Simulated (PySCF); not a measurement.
Compound: C4H7NSi.
Atom-mapped SMILES: `[SiH3:1]/[N:2]=[C:3]1/[CH:4]=[CH:5][CH2:6]1` (hydrogens: H7, H8, H9 on Si1; H10 on C4; H11 on C5; H12, H13 on C6)

Method used: PBE0-D3(BJ)/def2-SVP geometry optimisation, gas phase (PySCF 2.14.0).

**Question.** Give the optimised bond lengths and angles.

**Answer.** 
```tsv
bond	length (Å)
Si1–N2	1.744
N2=C3	1.260
C3–C4	1.477
C4=C5	1.351
C5–C6	1.516
C3–C6	1.555
Si1–H7, Si1–H9	1.492
Si1–H8	1.503
C4–H10	1.091
C5–H11	1.092
C6–H12, C6–H13	1.103
```

Bonds in one row agree within 0.01 Å and their mean is given. A selection of angles:
```tsv
angle	degrees
N2–Si1–H7	108.4
N2–Si1–H8	114.1
H7–Si1–H8	108.6
Si1–N2–C3	127.2
N2–C3–C4	134.1
N2–C3–C6	136.8
C4–C3–C6	89.1
C3–C4–C5	92.1
C3–C4–H10	133.3
C5–C4–H10	134.6
C4–C5–C6	95.7
C4–C5–H11	132.9
C6–C5–H11	131.4
C5–C6–H12	116.3
C3–C6–C5	83.2
C3–C6–H12	115.1
H12–C6–H13	108.8
```

Torsions: Si1–N2–C3–C4 180° (antiperiplanar); N2–C3–C4–C5 180° (antiperiplanar); C3–C4–C5–C6 0° (synperiplanar); C4–C5–C6–C3 0° (synperiplanar); N2–C3–C6–C5 180° (antiperiplanar).

The 4 C–C bonds span 1.351 Å (C4=C5, drawn double) to 1.555 Å (C3–C6, drawn single), a spread of 0.204 Å. Si1 (SiH3 silicon) is distorted tetrahedral (angles from 108.4° to 114.1°). The 6 heavy atoms lie in one plane (0.002 Å rms). The 4-membered ring C3–C4–C5–C6 has internal angles of 83.2° to 95.7° (sum 360°, against 360° for a flat polygon); it is planar, 0.00 Å rms from its mean plane, widest ring torsion 0°.

Point group: Cs (every atom within 0.08 Å of its image). PBE0-D3(BJ)/def2-SVP frequencies: not computed here.
